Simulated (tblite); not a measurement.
**Question.** Give a GFN2-xTB geometry of `C=C/C=N\NCC(F)(F)F`.

**Answer.** 
```xyz
17
C5H7F3N2 angstrom
C      3.4508    0.5292    0.4792
C      2.1662    0.4172    0.1518
C      1.4116   -0.7977    0.3698
N      0.1895   -1.0520    0.1084
N     -0.6248   -0.1905   -0.5217
C     -2.0251   -0.4530   -0.3636
C     -2.6171    0.2244    0.8789
F     -2.0932   -0.2272    2.0212
F     -2.4037    1.5530    0.8566
F     -3.9443    0.0495    0.9568
H      4.0043    1.4390    0.3222
H      3.9909   -0.2939    0.9172
H      1.6561    1.2623   -0.2934
H      1.9404   -1.6243    0.8262
H     -0.3685    0.7935   -0.5798
H     -2.5818   -0.0853   -1.2311
H     -2.1583   -1.5323   -0.2591
```

Orientation and origin are arbitrary. Atoms count from 1 in this order. Of the pairs four or more bonds apart, H13···H15 is among the closest relative to their van der Waals radii: 2.10 Å, 87 % of the sum of Bondi's values. The 3 C–C bonds span 1.330 Å (C1=C2, drawn double) to 1.534 Å (C6–C7, drawn single), a spread of 0.204 Å. The C–N distances run from 1.275 Å (C3=N4, drawn double) to 1.433 Å (N5–C6, drawn single), a spread of 0.158 Å. N5 (nitrogen bonded to C, N and H) has angles 119.6°, 115.4° and 115.0°, sum 350.1°, 0.23 Å off the plane of its three neighbours.

Bonds between heavy atoms (Å): C1=C2 1.330, C2–C3 1.447, C3=N4 1.275, N4–N5 1.343, N5–C6 1.433, C6–C7 1.534, C7–F8 1.335, C7–F9 1.346, C7–F10 1.341.

The geometry is computed with GFN2-xTB (gas phase).

Point group: C1 (no symmetry element, even within 0.4 Å). Its GFN2-xTB frequencies are all real (lowest 32 cm⁻¹). One conformer, not necessarily the lowest (C1–C2–C3–N4 180°, C3–N4–N5–C6 -161°, N4–N5–C6–C7 88°).
